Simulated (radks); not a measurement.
Task: The mean radii <r> (bohr) of the occupied orbitals of an atom or ion are listed with their occupations. All-electron calculation, scalar-relativistic Kohn-Sham, LDA (Slater exchange, VWN5 correlation), spin-unpolarised, spherical densities, point nucleus. Program: a radial shooting solver on a logarithmic mesh with Libxc functionals.

| orbital | occ. | <r> |
|---|---|---|
| 1s | 2 | 0.02509 |
| 2s | 2 | 0.1075 |
| 2p | 6 | 0.09428 |
| 3s | 2 | 0.2856 |
| 3p | 6 | 0.2835 |
| 3d | 10 | 0.2601 |
| 4s | 2 | 0.6545 |
| 4p | 6 | 0.6935 |
| 4d | 10 | 0.7679 |
| 5s | 2 | 1.550 |
| 5p | 6 | 1.787 |
| 5d | 1 | 2.583 |

Name the element and its charge.

Result: Z = 57, lanthanum, charge +2: La2+ in [Xe] 5d1. The 1s radius gives Z: for a bare nucleus <r> = (2 gamma + 1)/(2Z) with gamma = sqrt(1 - (Z/c)^2), 0.02473 bohr for Z = 57, and screening makes it slightly larger (0.02509 here). The occupations add up to 55, and the charge is Z minus that.
